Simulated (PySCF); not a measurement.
# Electron correlation in Rh (rhodium, neutral)

[Kr] 4d8 5p1, one real determinant (an excited configuration). All numbers are calculated (PySCF 2.14, the spin-free X2C one-electron Hamiltonian (Gaussian nucleus), in x2c-TZVPPall (8s6p6d2f1g, 79 functions)). Frozen: [Ar] 3d10; 17 electrons correlated.

MP2 pair energies summed by pair of shells (mhartree):

```json
{"pair": "4d-4d", "energy": "-215.03", "share (%)": "41.2"}
{"pair": "4p-4d", "energy": "-174.83", "share (%)": "33.5"}
{"pair": "4p-4p", "energy": "-55.14", "share (%)": "10.6"}
{"pair": "4s-4d", "energy": "-29.97", "share (%)": "5.7"}
{"pair": "4s-4p", "energy": "-26.85", "share (%)": "5.1"}
{"pair": "4d-5p", "energy": "-13.75", "share (%)": "2.6"}
{"pair": "4s-4s", "energy": "-4.50", "share (%)": "0.9"}
{"pair": "4p-5p", "energy": "-1.88", "share (%)": "0.4"}
{"pair": "4s-5p", "energy": "-0.14", "share (%)": "0.0"}
```

Total MP2 correlation energy: -522.08 mhartree.

Same-spin part -169.95 and opposite-spin part -352.13 mhartree; SCS-MP2 scales them by 1/3 and 6/5 to -479.21 mhartree.

The basis was made for the ground configuration and has no added diffuse functions, which can raise the energy of the promoted electron.

The reference is one real determinant that mixes LS terms of this configuration.

This basis was not built for core-valence correlation, so the inner-shell part is incomplete.
